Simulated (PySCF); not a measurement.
# Bonding in `CSCC/C(Cl)=C/C#N`

Compound: C6H8ClNS.
SMILES with atom numbers: `[CH3:1][S:2][CH2:3][CH2:4]/[C:5]([Cl:6])=[CH:7]/[C:8]#[N:9]` (hydrogens: H10, H11, H12 on C1; H13, H14 on C3; H15, H16 on C4; H17 on C7)

Geometry (GFN2-xTB, Å), atoms numbered from 1 in this order:
```xyz
17
C6H8ClNS angstrom
C      3.0937    0.6370   -0.4640
S      2.3971   -1.0064   -0.1377
C      0.7954   -0.5365    0.5851
C     -0.2044   -0.0798   -0.4816
C     -1.5360    0.1948    0.1310
Cl    -1.5962    1.5765    1.1664
C     -2.6236   -0.5633   -0.0484
C     -3.8642   -0.3010    0.5584
N     -4.8812   -0.0978    1.0478
H      4.1030    0.4770   -0.8275
H      3.1186    1.2091    0.4588
H      2.5085    1.1490   -1.2222
H      0.9686    0.2444    1.3247
H      0.4313   -1.4325    1.0868
H      0.1678    0.8306   -0.9562
H     -0.2983   -0.8583   -1.2404
H     -2.5870   -1.4308   -0.6920
```

Bond orders from the PBE0/pcSseg-1 density (PySCF). One conformer (not necessarily the lowest) at the GFN2-xTB geometry, without solvent, vibrations or thermal averaging.

Task: How far do the computed orders between heavy atoms stray from the drawn ones?

Result: The largest departure is 0.279, at C5–C7 (drawn double, 1.721). Drawn single, order above 1.12: C5–Cl6 (1.150).

Task: Set the Mayer orders of the bonds between heavy atoms beside their lengths.

Result: 
```csv
bond,drawn as,length (Å),Mayer order
C1–S2,single,1.815,0.994
S2–C3,single,1.819,1.028
C3–C4,single,1.532,0.971
C4–C5,single,1.491,1.025
C5–Cl6,single,1.728,1.150
C5–C7,double,1.338,1.721
C7–C8,single,1.406,1.071
C8–N9,triple,1.147,3.000
```

By pair of heavy elements: C–S: lowest C1–S2 (0.994, 1.815 Å), highest S2–C3 (1.028, 1.819 Å); in 1 of the 1 pairs the longer bond (by over 0.003 Å) has the higher order (by 0.02 or more). C–C: lowest C3–C4 (0.971, 1.532 Å), highest C5–C7 (1.721, 1.338 Å).

Task: And the bonds to hydrogen?

Result: C–H: 0.92 to 0.96 (8 bonds).

Task: Sum the orders of all bonds at each heavy atom with more than one neighbour and set the sums beside the valence in the SMILES.

Result: C1 3.851 (drawn 4), S2 2.022 (drawn 2), C3 3.874 (drawn 4), C4 3.852 (drawn 4), C5 3.896 (drawn 4), C7 3.724 (drawn 4), C8 4.071 (drawn 4). Orders between atoms that aren't bonded are not in these sums.

Mayer orders depend on the basis set.
